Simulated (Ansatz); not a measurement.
The cluster Ga₂H₃, relaxed as a doublet with UKS r2SCAN-D4/def2-TZVP in Ansatz, starting from the GFN1-xTB geometry. Force threshold 0.02 eV/Å.

The relaxation made no stability test and no search for a lower SCF solution. The structure comes from a short search, and lower isomers may exist.

Start:

```xyz
5

Ga    0.175   -0.967   -1.530
Ga    0.290    0.823    0.196
H    -1.440   -1.439   -0.957
H     0.398   -0.580    1.157
H     0.576    2.163    1.134
```

```csv
step,energy (eV),largest force component (eV/Å),SCF passes
1,-104802.0562,1.099,19
2,-104802.4168,0.425,27
3,-104802.5023,0.175,23
4,-104802.6015,0.390,26
5,-104802.6858,0.594,25
6,-104802.7572,0.590,24
7,-104802.8145,0.323,25
8,-104802.8502,0.169,27
9 (rejected),-104802.8246,0.324,27
10,-104802.8614,0.076,21
11,-104802.8620,0.065,21
12 (rejected),-104802.7987,0.470,26
13,-104802.8638,0.008,22
```

Force components are those of the run's own axes.

End:

Cartesian coordinates in Å:
```
Ga -0.428 -0.769 -1.106
Ga 0.353 0.517 0.717
H -1.440 -1.543 -2.020
H 0.980 -0.254 1.919
H 0.535 2.049 0.491
```

By distances, no bond broke or formed. The bond that changes most is Ga1–H3, from 1.78 to 1.57 Å (atoms count from 1).

No frequencies were taken in this run, so the end may be a saddle point.

Hardware: 4 threads of Arm Neoverse V2 on a shared host. Wall time 20 s.
